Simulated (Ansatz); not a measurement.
Basis sets compared for `Sc1ccc(-c2ccc(-c3ccc(-c4ccc(S)nc4)nc3)nc2)nc1`. Charge 0, multiplicity 1. Geometry PBE-D4/def2-SVP. Ansatz on 2 threads of AMD EPYC 7R13 on a shared host and a share (18 GiB) of an NVIDIA H100 80GB HBM3; times are rough, and most runs start from earlier orbitals.

```xyz
40

S    -8.617   -3.867   -0.282
C    -7.037   -3.096   -0.087
C    -6.626   -2.392    1.062
C    -5.350   -1.826    1.096
C    -4.490   -1.968   -0.018
C    -3.124   -1.398   -0.056
C    -2.337   -1.511   -1.223
C    -1.055   -0.968   -1.251
C    -0.555   -0.304   -0.105
C     0.792    0.309   -0.057
C     1.271    0.882    1.141
C     2.541    1.455    1.178
C     3.339    1.455    0.009
C     4.699    2.038   -0.030
C     5.350    2.587    1.099
C     6.632    3.118    0.977
C     7.248    3.089   -0.296
S     8.880    3.758   -0.480
N     6.652    2.572   -1.383
C     5.422    2.066   -1.247
N     2.879    0.915   -1.143
C     1.664    0.371   -1.170
N    -1.301   -0.204    1.018
C    -2.526   -0.728    1.037
N    -4.895   -2.643   -1.119
C    -6.110   -3.182   -1.155
H    -9.105   -3.515    0.940
H    -7.300   -2.282    1.927
H    -5.033   -1.272    1.991
H    -2.764   -2.037   -2.089
H    -0.444   -1.063   -2.160
H     0.616    0.862    2.024
H     2.906    1.902    2.113
H     4.860    2.599    2.084
H     7.152    3.547    1.846
H     8.927    3.465   -1.811
H     4.946    1.644   -2.147
H     1.353   -0.042   -2.146
H    -3.073   -0.613    1.990
H    -6.386   -3.722   -2.080
```

Single mean-field runs in def2-SVP, def2-TZVP are fitted with def2-universal-jkfit.

Binding counts from free atoms (S triplet, C triplet, N quartet, H doublet) in the same basis, without a counterpoise term.

| level | functions | energy (Eh) | HOMO (eV) | LUMO (eV) | binding per atom (eV) | wall time |
| --- | --- | --- | --- | --- | --- | --- |
| PBE-D4/def2-SVP | 442 | -1783.5254 | -5.19 | -2.87 | 5.48 | 12 s |
| PBE0-D4/def2-SVP | 442 | -1783.6353 | -6.07 | -2.24 | 5.32 | 11 s |

Task: Estimate the rows for PBE-D4/def2-TZVP, PBE0-D4/def2-TZVP (with forces).

Result: 
| level | functions | energy (Eh) | HOMO (eV) | LUMO (eV) | binding per atom (eV) | wall time |
| --- | --- | --- | --- | --- | --- | --- |
| PBE-D4/def2-TZVP | 902 | -1784.8420 | -5.28 | -2.98 | 5.39 | 16 s |
| PBE0-D4/def2-TZVP (with forces) | 902 | -1784.9435 | -6.09 | -2.30 | 5.24 | 17 s |
